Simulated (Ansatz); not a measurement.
Job for Ansatz (an electronic-structure program): U-PBE0/def2-TZVPP on F (SMILES [F]).

Ansatz 0.2 input:
```yaml
crystal:
  periodic: [false, false, false]
  atoms:
    - {symbol: F, position_ang: [0.00000000, 0.00000000, 0.00000000]}
basis:
  gaussian:
    orbitals: def2-TZVPP
hamiltonian:
  xc: {name: PBE0}
magnetization: {spin_polarized: true, initial_magnetization: 1}
```

It printed:

```
WARN ansatz: RAYON_NUM_THREADS=4 ignored (pool sized by the plan → 4); use --threads N
Functional definition: PBE0
integrals: 0.00 GiB planned
156 factors; their error is unknown
mean field: 0.08 GiB planned
mean field evaluation 1: about -2712.2073 eV, gradient 7.1e0 eV
mean field evaluation 2: about -2712.2961 eV, gradient 2.3e0 eV
mean field evaluation 4: about -2712.3096 eV, gradient 4.9e-2 eV
mean field evaluation 8: about -2712.3268 eV, gradient 1.9e-3 eV
mean field -2712.32683015 eV, -99.6761725267 hartree, gradient 5.5e-6 eV, S^2 0.751638; 0 other end points of the search recorded, 0 dependent functions left out
reference -2712.32683637 eV, -99.6761727553 hartree; 5, 4 occupied and 26, 27 virtual orbitals, 156 factors
Total energy: -2712.32683637 eV, -99.6761727553 hartree
```

The run converged.

Cost: around 0.3 core-seconds (rough).
